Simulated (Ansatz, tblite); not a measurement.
Cost and result up the ladder for Al₂SiO₅ (the lowest singlet isomer of a short search) (8 atoms). The state is a singlet with charge 0. Geometry: PBE-D4/def2-SVP.

Cartesian coordinates in Å:
```
Al -0.134 -0.015 0.066
Al 2.871 0.334 -1.448
Si -2.273 -0.265 1.147
O -1.751 -0.508 -0.449
O -0.746 0.218 1.707
O -3.639 -0.424 1.837
O 4.310 0.500 -2.171
O 1.361 0.160 -0.690
```

Ansatz on 4 threads of Arm Neoverse V1 on a shared host; xTB runs through tblite on one thread. Times are rough, summed over both states, and most runs start from the orbitals of an earlier one. No level here is sound enough to serve as a yardstick. The other state is a triplet.

The xTB rows come from tblite. HOMO above LUMO, or a gap near zero within one spin, warns that the state may not be the lowest or that an electron is smeared out. The structure comes from a short search, and lower isomers may exist.

xTB has no spin-polarisation term.

| level | functions | wall time | vertical triplet (eV) | remarks |
| --- | --- | --- | --- | --- |
| GFN1-xTB | 47 | 0.02 s | 3.90 | – |
| GFN2-xTB | 47 | 0.033 s | 3.15 | – |
| PBE-D4/def2-TZVP | 266 | 21 s | 2.73 | gap within one spin near zero (triplet) |
| r2SCAN-D4/def2-TZVP (with forces) | 266 | 53 s | 2.61 | gap within one spin near zero (triplet) |
